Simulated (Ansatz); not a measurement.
Cost and result for the atomization energy of BFH4N2Si, SMILES `NB1N[SiH]1F` (9 atoms, 9 bonds).

```xyz
9

N     1.234    0.080   -1.378
B     0.296   -0.032   -0.357
N    -0.621    0.819    0.312
Si   -0.781   -0.717    1.063
F    -0.317   -0.834    2.592
H     1.433    0.942   -1.856
H     1.786   -0.699   -1.686
H    -0.907    1.785    0.260
H    -2.123   -1.343    1.050
```

Total charge 0; spin multiplicity 1. All single points use the PBE0-D4/def2-TZVP geometry. It is one conformer, not always the lowest. Program: Ansatz. All runs use 2 threads of an Arm Neoverse V2 on a shared host. Times are those of one run each, without the atoms' runs, and a repeat can differ threefold. Electronic energies, without spin–orbit coupling; frozen cores. CCSD(T)/CBS adds CCSD(T) − MP2 in def2-TZVPP to the MP2 limit, and its time is that of the two runs behind it. T1 = 0.013. B3LYP takes the VWN-RPA correlation (the form of Gaussian; ORCA's B3LYP/G). HSE06 is the plane-wave form, built on full-range PBE exchange.

CCSD(T)/CBS is a level of theory with its own doubt, some kJ/mol a heavy atom from the limit and from the frozen cores, so smaller differences don't rank the functionals.

| level | functions | atomization (kJ/mol) | difference from CCSD(T)/CBS | per bond |
| --- | --- | --- | --- | --- |
| ωB97M-V/def2-TZVPP (with forces) | 222 | 3486.8 | 33.4 | 3.7 |
| r2SCAN-D4/def2-TZVPP (with forces) | 222 | 3467.2 | 13.8 | 1.5 |
| BHLYP-D4/def2-TZVPP | 222 | 3347.6 | -105.8 | -11.8 |
| HSE06-D4/def2-TZVPP | 222 | 3469.4 | 16.0 | 1.8 |
| CCSD(T)/def2-TZVPP | 222 | 3335.8 | -117.6 | -13.1 |
| B2PLYP/def2-TZVPP | 222 | 3434.4 | -19.0 | -2.1 |
| CCSD(T)/CBS(def2) | – | 3453.4 | 0.0 | 0.0 |
| B97M-V/def2-TZVPP | 222 | 3479.1 | 25.7 | 2.8 |
| PBE-QIDH/def2-TZVPP | 222 | 3426.2 | -27.2 | -3.0 |
| MP2/def2-QZVPP | 418 | 3499.9 | 46.5 | 5.2 |
| r2SCANh-D4/def2-TZVPP | 222 | 3437.0 | -16.4 | -1.8 |
| B3LYP-D4/def2-TZVPP (with forces) | 222 | 3475.1 | 21.7 | 2.4 |
| CCSD(T)/def2-SVP | 94 | 3185.8 | -267.6 | -29.7 |

**Question.** Order the runs by time, with rough figures. (Best estimate.)

**Answer.** Ansatz gave: BHLYP-D4/def2-TZVPP 3.8 s; HSE06-D4/def2-TZVPP 4 s; CCSD(T)/def2-SVP 4.6 s; r2SCAN-D4/def2-TZVPP (with forces) 5.5 s; B3LYP-D4/def2-TZVPP (with forces) 6 s; r2SCANh-D4/def2-TZVPP 6 s; B2PLYP/def2-TZVPP 7 s; PBE-QIDH/def2-TZVPP 7 s; B97M-V/def2-TZVPP 10 s; ωB97M-V/def2-TZVPP (with forces) 14 s; MP2/def2-QZVPP 27 s; CCSD(T)/def2-TZVPP 2.1 min; CCSD(T)/CBS(def2) 2.6 min.

The D4 term adds +26.8 kJ/mol with B3LYP and +13.9 kJ/mol with PBE0; it sums over pairs of atoms, weighted by their polarisabilities, and B3LYP, whose exchange is more repulsive, gets the larger term. From r2SCAN to r2SCAN0 (25 % exact exchange), in def2-TZVPP and without D4, the atomization energy moves by −74.5 kJ/mol: exact exchange takes away binding that semilocal exchange gives to molecules. At CCSD(T), def2-SVP lies −267.6 kJ/mol from the extrapolated value and def2-TZVPP −117.7 kJ/mol: correlation converges slowly with the basis, and small sets miss more of it in the bonded molecule than in its fragments.
